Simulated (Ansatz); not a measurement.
`O[SiH]1BN1` + H₂S → `S[SiH]1BN1` + H₂O at 700 K and 1 bar (ligand exchange at the Si–O bond).

Calculated with Ansatz (gas phase, PBE0-D4/def2-TZVP geometries, no zero-point term in ΔE). CBS: MP2 limit from def2 TZ/QZ plus the TZ coupled-cluster correction, frozen cores. This one scheme is used for every species. One conformer a species, not always the lowest.

```tsv
species	CCSD(T)/CBS energy (Eh)	H − E (kJ/mol)	S (J/(mol·K))
`O[SiH]1BN1`	-446.20554	196.1	388.7
H₂S	-398.97279	64.8	236.9
`S[SiH]1BN1`	-768.78804	187.4	408.4
H₂O	-76.37941	80.5	218.4
```

H − E and S are ideal-gas, rigid-rotor, harmonic terms from PBE0-D4/def2-TZVP, for one conformer and one mirror image of each species. 1 Eh = 2625.50 kJ/mol, R = 8.31446 J/(mol·K).

Problem. By hand: ΔE, ΔH, ΔS and ΔG.

Solution. ΔE = (-768.78804) + (-76.37941) − (-446.20554) − (-398.97279) = 0.01088 Eh = 28.6 kJ/mol. Δ(H − E) = 187.4 + 80.5 − 196.1 − 64.8 = 7.0, so ΔH = 35.6 kJ/mol. ΔS = 408.4 + 218.4 − 388.7 − 236.9 = 1.2 J/(mol·K). ΔG = 35.6 − 700 × (1.2)/1000 = 34.8 kJ/mol.

Problem. By hand: the equilibrium constant, and the temperature at which ΔG would vanish if ΔH and ΔS stayed fixed.

Solution. log₁₀ K = −ΔG/(RT ln 10) = -2.6. ΔG = 0 at ΔH/ΔS = 29667 K, far beyond where these terms or the molecules hold.

The number of gas molecules stays the same, so ΔS is small and ΔH decides. A doubt of 5 kJ/mol in ΔE shifts log₁₀ K by 0.4 here. Other conformers and mirror images would add mixing entropy, several J/(mol·K) or more a flexible species. These are equilibria of isolated gas molecules and say nothing of rates. Largest T1 diagnostic: 0.014 (customary marks: 0.02 for closed shells, 0.045 for open ones).
